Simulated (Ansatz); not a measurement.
Single points on Ta₂P₂.

```yaml
crystal:
  periodic: [false, false, false]
  atoms:
    - {symbol: Ta, position_ang: [-0.728922, -0.083350, -1.356962]}
    - {symbol: Ta, position_ang: [0.150449, 1.479341, 0.410524]}
    - {symbol: P, position_ang: [1.264230, -0.651057, -0.053474]}
    - {symbol: P, position_ang: [-0.685747, -0.744934, 0.999913]}
basis:
  gaussian: {orbitals: def2-TZVP, initial_orbitals: start.molden}
magnetization: {spin_polarized: true, initial_magnetization: 4}
hamiltonian: {xc: r2scan, dispersion: d4}
scf: {omitted_lower_state_checks: [starts]}
output: {orbitals: {seedname: orbitals}}
```

The file start.molden holds the orbitals of an earlier run on this structure, at another level or in another basis.

```sh
$ ansatz run in.yaml --threads 4 --pin off --events-out ev --progress --plain --max-ram 3916MiB
```

Shortened log:

```
Functional definition: r2SCAN
1214 factors; their error is unknown
mean field evaluation 1: about -21678.4361 eV, gradient 5.3e0 eV
mean field evaluation 2: about -21678.5030 eV, gradient 1.5e-1 eV
mean field evaluation 4: about -21678.4833 eV, gradient 9.9e-3 eV
mean field evaluation 8: about -21678.4833 eV, gradient 1.7e-5 eV
mean field evaluation 16: about -21678.4833 eV, gradient 7.6e-6 eV
mean field -21678.48333418 eV, -796.6695683273 hartree, gradient 7.5e-6 eV, S^2 6.083141; 0 other end points of the search recorded, 0 dependent functions left out
reference -21678.48335258 eV, -796.6695690037 hartree; 30, 26 occupied and 124, 128 virtual orbitals, 1214 factors
Total energy: -21678.52129927 eV, -796.6709635186 hartree
Checks for a lower state left out: starts
```

It took 26 s on 4 threads of Arm Neoverse V1 on a shared host.

As the first input, with `hamiltonian: {xc: {name: r2SCANh}, dispersion: d4}` (abridged; 28 s):

```
Functional definition: r2SCANh
mean field -21677.10140050 eV, -796.6187832012 hartree, gradient 7.0e-6 eV, S^2 6.098480
Total energy: -21677.14628233 eV, -796.6204325782 hartree
Checks for a lower state left out: starts
```

As the first input, with `hamiltonian: {xc: lda}` (abridged; 2.2 s):

```
Functional definition: SPW92
mean field evaluation 16: about -21604.7731 eV, gradient 1.9e-6 eV
mean field -21604.77306132 eV, -793.9607657623 hartree, gradient 1.2e-6 eV, S^2 6.021937
Total energy: -21604.77309398 eV, -793.9607669625 hartree
Checks for a lower state left out: starts
```

Geometry: PBE0-D4/def2-SVP.

In the def2 sets Ta takes a core potential; there is no spin–orbit coupling. At PBE0-D4/def2-TZVP a singlet of charge 0 lies 1.31 eV below the quintet, each at its own geometry. The structure comes from a short search, and lower isomers may exist.
